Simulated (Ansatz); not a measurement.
Reading a saddle point

A first-order saddle point of Si2H5Cl3O, singlet, PBE0-D4/def2-TZVP, with one imaginary mode of 1133i cm⁻¹:

Si1  (-0.677, 0.788, -0.430)
Si2  (0.316, -1.474, 0.641)
Cl3  (-1.741, -0.480, -1.643)
Cl4  (-1.407, 1.223, 1.442)
Cl5  (-1.155, 2.598, -1.376)
H6  (1.131, 0.173, -0.006)
O7  (1.062, 1.074, -0.678)
H8  (1.251, -1.489, 1.811)
H9  (-1.019, -1.879, 1.146)
H10  (0.789, -2.493, -0.338)
H11  (1.450, 1.959, -0.569)
(Å)

Program: Ansatz 0.2.0. Basis: def2-TZVPP and def2-QZVPP. Cores are frozen in the correlated methods. Extrapolation: Hartree–Fock as exp(−7.88 √X), correlation as X^−2.97.

(1) Which contacts change along the imaginary mode, and what lies on either side? (Judge from chemistry; the calculation decides.)

(2) Which side is lower, and how far does the saddle lie above each? (An estimate is asked for; the value comes from the calculation.)

The T1 diagnostic stays at or below 0.012.

## Answers

(1) The calculation gives: The step is Si₂H₃Cl₃ ([SiH3][Si]([Cl])([Cl])[Cl]) + H₂O → SiHCl₃O ([OH][Si]([Cl])([Cl])[Cl]) + SiH₄, with the molecules in contact on both sides. Shortening one way: Si1–O7, Si2–H6; lengthening the same way: Si1–Si2, H6–O7.
```tsv
pair	one side (Å)	saddle (Å)	other side (Å)
Si1–O7	3.12	1.78	1.62
Si2–H6	3.45	1.95	1.48
Si1–Si2	2.34	2.69	4.39
H6–O7	0.96	1.13	3.16
```

(2) Computed: The side with Si1–O7, Si2–H6 short is lower by 21.51 kcal/mol; the saddle lies 69.20 kcal/mol above it and 47.69 kcal/mol above the other (CCSD(T) at an estimated basis limit (MP2 extrapolated from triple and quadruple zeta, plus CCSD(T) − MP2 in triple zeta); electronic energies).

Labels in which every atom is bracketed show which atoms are joined, not bond orders.

For scale, one of the runs: CCSD(T)/def2-TZVPP, 311 basis functions, launched by `ansatz run in.yaml --threads 4 --pin off --events-out ev --progress --plain --max-ram 66560MiB --backend cuda --devices 0, --max-vram 37GiB`. Hardware: 4 CPU threads of an AMD EPYC 7R13 and a share of one NVIDIA H100, shared host. Wall time 9.5 s; peak host memory 0.83 GiB.
